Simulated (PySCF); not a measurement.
sulfur trioxide (O$_{3}$S), singlet, at a GFN2-xTB geometry; PBE/6-31G** (PySCF).

The PySCF input:
```python
from pyscf import gto, scf, dft

mol = gto.M(
    atom='''
O    -0.69178694   -1.23678958   -0.04601210
S    -0.00000000    0.00000000   -0.00000000
O    -0.72514024    1.21840142   -0.00209182
O     1.41692719    0.01838817    0.04810392
''',
    basis='6-31g**',
    verbose=4,
)

mf = dft.RKS(mol)
mf.xc = 'pbe'
mf.grids.atom_grid = (99, 590)
mf.grids.prune = None
mf.kernel()
```

Question: Write the output that PySCF gives for this input, abridged.

Answer: 
```
PySCF version 2.14.0

[INPUT] verbose = 4
[INPUT] num. atoms = 4
[INPUT] num. electrons = 40
[INPUT] charge = 0
[INPUT] spin (= nelec alpha-beta = 2S) = 0
[INPUT] symmetry False subgroup None
[INPUT] Mole.unit = angstrom
[INPUT] Symbol           X                Y                Z      unit          X                Y                Z       unit  Magmom
[INPUT]  1 O     -0.691786940000  -1.236789580000  -0.046012100000 AA   -1.307287853151  -2.337193579916  -0.086950267416 Bohr   0.0
[INPUT]  2 S      0.000000000000   0.000000000000   0.000000000000 AA    0.000000000000   0.000000000000   0.000000000000 Bohr   0.0
[INPUT]  3 O     -0.725140240000   1.218401420000  -0.002091820000 AA   -1.370316455501   2.302444993581  -0.003952966902 Bohr   0.0
[INPUT]  4 O      1.416927190000   0.018388170000   0.048103920000 AA    2.677604327550   0.034748605232   0.090903234318 Bohr   0.0

nuclear repulsion = 184.689248810261
number of shells = 26
number of NR pGTOs = 132
number of NR cGTOs = 60
basis = 6-31g**
ecp = {}

******** <class 'pyscf.dft.rks.RKS'> ********
method = RKS
initial guess = minao
damping factor = 0
level_shift factor = 0
DIIS = <class 'pyscf.scf.diis.CDIIS'>
diis_start_cycle = 1
diis_space = 8
diis_damp = 0
SCF conv_tol = 1e-09
SCF conv_tol_grad = None
SCF max_cycles = 50
direct_scf = True
direct_scf_tol = 1e-13
XC library pyscf.dft.libxc version 7.1.2
    S. Lehtola, C. Steigemann, M. J. T. Oliveira, and M. A. L. Marques,  SoftwareX 7, 1–5 (2018)
XC functionals = pbe
    J. P. Perdew, K. Burke, and M. Ernzerhof,  Phys. Rev. Lett. 77, 3865 (1996)
    J. P. Perdew, K. Burke, and M. Ernzerhof,  Phys. Rev. Lett. 78, 1396 (1997)
    J. P. Perdew, K. Burke, and M. Ernzerhof,  Phys. Rev. Lett. 77, 3865 (1996)
    J. P. Perdew, K. Burke, and M. Ernzerhof,  Phys. Rev. Lett. 78, 1396 (1997)
radial grids:
    Treutler-Ahlrichs [JCP 102, 346 (1995); DOI:10.1063/1.469408] (M4) radial grids

becke partition: Becke, JCP 88, 2547 (1988); DOI:10.1063/1.454033
pruning grids: None
grids dens level: 3
symmetrized grids: False
atomic radii adjust function: <function treutler_atomic_radii_adjust>
User specified grid scheme (99, 590)
small_rho_cutoff = 0
Set gradient conv threshold to 3.16228e-05
Initial guess from minao.
tot grids = 233640
init E= -624.57693763269
  HOMO = -0.388672703399866  LUMO = -0.128561376664905  gap/eV = 7.07799
cycle= 1 E= -623.044810136406  delta_E= 1.53  |g|= 1.28  |ddm|= 2.88
  HOMO = -0.16273161249285  LUMO = -0.121991684048491  gap/eV = 1.10859
cycle= 2 E= -622.036644318113  delta_E= 1.01  |g|= 2.63  |ddm|= 2.98
  HOMO = -0.272419012812838  LUMO = -0.0936820253443584  gap/eV = 4.86368
cycle= 3 E= -623.360549283892  delta_E= -1.32  |g|= 0.101  |ddm|= 2.15
  HOMO = -0.296305513836935  LUMO = -0.121157342103995  gap/eV = 4.76602
cycle= 4 E= -623.362092871792  delta_E= -0.00154  |g|= 0.0534  |ddm|= 0.151
  HOMO = -0.288658921120648  LUMO = -0.112239661982929  gap/eV = 4.80061
cycle= 5 E= -623.362771991467  delta_E= -0.000679  |g|= 0.00324  |ddm|= 0.0577
  HOMO = -0.288724603664455  LUMO = -0.112107134703975  gap/eV = 4.80601
cycle= 6 E= -623.362774142882  delta_E= -2.15e-06  |g|= 0.000253  |ddm|= 0.00257
  HOMO = -0.288741597669202  LUMO = -0.112122433508838  gap/eV = 4.80605
cycle= 7 E= -623.362774151879  delta_E= -9e-09  |g|= 0.000116  |ddm|= 0.00018
  HOMO = -0.288742269592159  LUMO = -0.112122185263525  gap/eV = 4.80608
cycle= 8 E= -623.362774153744  delta_E= -1.86e-09  |g|= 6.51e-05  |ddm|= 0.000121
  HOMO = -0.288742927963249  LUMO = -0.112121405277243  gap/eV = 4.80612
cycle= 9 E= -623.3627741546  delta_E= -8.56e-10  |g|= 2.49e-06  |ddm|= 4.88e-05
  HOMO = -0.288743168097493  LUMO = -0.112121334585205  gap/eV = 4.80612
Extra cycle  E= -623.362774154592  delta_E= 7.84e-12  |g|= 5.31e-06  |ddm|= 5.98e-06
converged SCF energy = -623.362774154592
```
